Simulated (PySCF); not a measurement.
What the settings do

Molecule: `InChI=1S/C3H12OSi3/c1-2-3-4-6-7-5/h2H,1,3,6-7H2,5H3`; geometry GFN2-xTB.

Molfile (atoms numbered from 1):
```
C3H12OSi3
     RDKit          3D

 19 18  0  0  0  0  0  0  0  0999 V2000
   -2.1396    1.4429   -0.1576 C   0  0  0  0  0  0  0  0  0  0  0  0
   -2.5925    0.3020    0.3232 C   0  0  0  0  0  0  0  0  0  0  0  0
   -1.7582   -0.9200    0.5664 C   0  0  0  0  0  0  0  0  0  0  0  0
   -0.4442   -0.8018    0.1261 O   0  0  0  0  0  0  0  0  0  0  0  0
    0.1496   -1.1179   -1.3565 Si  0  0  0  0  0  4  0  0  0  0  0  0
    2.2986   -0.4068   -0.9710 Si  0  0  0  0  0  4  0  0  0  0  0  0
    2.6210    0.9029    0.9164 Si  0  0  0  0  0  4  0  0  0  0  0  0
   -2.7841    2.2910   -0.3100 H   0  0  0  0  0  0  0  0  0  0  0  0
   -1.1013    1.5716   -0.4135 H   0  0  0  0  0  0  0  0  0  0  0  0
   -3.6328    0.1762    0.5920 H   0  0  0  0  0  0  0  0  0  0  0  0
   -1.7250   -1.1170    1.6473 H   0  0  0  0  0  0  0  0  0  0  0  0
   -2.2449   -1.7816    0.0891 H   0  0  0  0  0  0  0  0  0  0  0  0
   -0.0888   -2.5381   -1.6727 H   0  0  0  0  0  0  0  0  0  0  0  0
   -0.6190   -0.4181   -2.4005 H   0  0  0  0  0  0  0  0  0  0  0  0
    2.7582    0.3095   -2.1762 H   0  0  0  0  0  0  0  0  0  0  0  0
    3.2110   -1.5650   -0.9409 H   0  0  0  0  0  0  0  0  0  0  0  0
    2.9402    0.1112    2.1097 H   0  0  0  0  0  0  0  0  0  0  0  0
    1.4307    1.6907    1.2529 H   0  0  0  0  0  0  0  0  0  0  0  0
    3.7114    1.8774    0.7834 H   0  0  0  0  0  0  0  0  0  0  0  0
  1  2  2  0
  2  3  1  0
  3  4  1  0
  4  5  1  0
  5  6  1  0
  6  7  1  0
  1  8  1  0
  1  9  1  0
  2 10  1  0
  3 11  1  0
  3 12  1  0
  5 13  1  0
  5 14  1  0
  6 15  1  0
  6 16  1  0
  7 17  1  0
  7 18  1  0
  7 19  1  0
M  END
```

All runs: PySCF 2.14.0 with density-fitted response routines, non-relativistic, gas phase unless a solvent (IEF-PCM) is named; grid level 2, GIAOs and SCF threshold 1e-9 unless changed. The yardstick, PBE0/pcSseg-1, gives these isotropic shieldings σ (ppm, equivalent atoms averaged): C1 68.1, Si5 371.6, Si7 465.1, H10 25.75, H9 26.03, H8 26.10, H17/H18/H19 28.10.

Problem. What do these inputs give? (1) B97-2/pcSseg-1; grid level 0; max_cycle 72; (2) PBE0/pcSseg-1; guess huckel

Solution. 
```
run    outcome  functions  wall time    C1    Si5    Si7    H10     H9     H8  H17/H18/H19
  1  converged        200       27 s  71.2  378.9  466.7  25.90  26.17  26.25        28.27
  2  converged        200       71 s  68.1  371.6  465.1  25.75  26.03  26.10        28.10
```

Times are on 1 thread of an Arm Neoverse N1, shared host.

Problem. Comment on the technical settings and failures.

Solution. 
- Run 1: The functional differs from the yardstick's, which in itself moves the values. Grid level 0 is coarse; it adds numerical noise and can break the equality of equivalent atoms. The cycle limit changes the path of the SCF (10 cycles), not the solution, provided the same state is reached.
- Run 2: The starting guess changes the path of the SCF (14 cycles), not the solution, provided the same state is reached.

Run 1 was set up unsoundly or failed; its numbers aren't to be quoted as properties of the molecule.
